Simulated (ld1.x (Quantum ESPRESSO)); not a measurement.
Hf (Z = 72): excitation energies, all-electron against PAW

hafnium, PAW, made with ld1.x (Quantum ESPRESSO) 7.5 (LDA (PZ), fully relativistic). Core [Kr] 4d10 4f14 5s2, reference 5p6 5d2 6s2 6p0. Waves: 6s (bound): rcut 2.90, rcutus 3.50 bohr; 6s channel at 0.25 Ry: rcut 2.90, rcutus 3.50 bohr; 5p (bound): rcut 1.95, rcutus 2.50 bohr; 6p (bound, empty): rcut 1.95, rcutus 2.50 bohr; 5d (bound): rcut 2.15, rcutus 2.95 bohr; 5d channel at 0.35 Ry: rcut 2.15, rcutus 2.95 bohr. Local part: all-electron potential smoothed inside 2.75 bohr (lloc = -1). Core correction: a·sin(br)/r model core, default radius (ld1.x builds one for every PAW set, though the input has nlcc=.false.). Augmentation charge: BESSEL, radius 1.50 bohr.

Open shells are filled in proportion to 2j + 1 (rel_dist='average').

Energies are relative to the spin-unpolarised reference configuration 5p6 5d2 6s2 6p0; without spin polarisation the order of configurations can differ from experiment. Not all tests gave a result: test run stopped at test 6 of 7 (negative rho), 1 before it not solved. Left out of the table: 5p6 5d1 6s0 6p0 (solver errors, printed error -418 eV).

(1) Give the all-electron excitation energy and the error of the potential for: 5p6 5d2 6s1 6p0; 5p6 5d2 6s0 6p0; 5p6 5d2 6s1 6p1; 5p6 5d3 6s1 6p0.

The ghost test of this file was not conclusive.

## Answers

(1)

| valence configuration | charge | ΔE all-electron (eV) | error AE − PS (meV) |
| --- | --- | --- | --- |
| 5p6 5d2 6s1 6p0 | +1 | 8.200 | +12 |
| 5p6 5d2 6s0 6p0 | +2 | 22.701 | +14 |
| 5p6 5d2 6s1 6p1 | 0 | 3.883 | +3.5 |
| 5p6 5d3 6s1 6p0 | 0 | 2.580 | +26 |
